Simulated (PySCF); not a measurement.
**TlCl: from constants to spectrum**

PBE0 constants of TlCl, ¹Σ⁺ (singlet), closed shell (Tl cc-pVTZ-PP with ECP60, Cl cc-pV(T+d)Z; scalar-relativistic core potentials (PySCF 2.14); masses 204.9744 and 34.9689 u):

| Item | Value |
| --- | --- |
| ωe | 279.9 cm⁻¹ |
| ωexe | 0.85 cm⁻¹ |
| Be | 0.089504 cm⁻¹ |
| αe | 0.000392 cm⁻¹ |
| D (centrifugal) | 3.66e-08 cm⁻¹ |
| De to Tl + Cl | 4.37 eV |

Q: Give the vibrational terms G(v) and spacings up to v = 6.

A: G(v) = ωe(v+½) − ωexe(v+½)².

```
v  G(v) (cm⁻¹)  G(v) − G(v−1)  Bv (cm⁻¹)
0        139.7                   0.08931
1        417.9          278.2    0.08892
2        694.4          276.5    0.08852
3        969.2          274.8    0.08813
4       1242.3          273.1    0.08774
5       1513.7          271.4    0.08735
6       1783.4          269.7    0.08696
```

Q: How well does the Morse estimate ωe²/(4ωexe) reproduce De, and what is D0?

A: It gives 2.86 eV, 65 % of the computed De. D0 = De − G(0) = 4.37 − 0.02 = 4.35 eV.

Spin–orbit coupling is left out, which matters for elements this heavy, above all for dissociation energies.
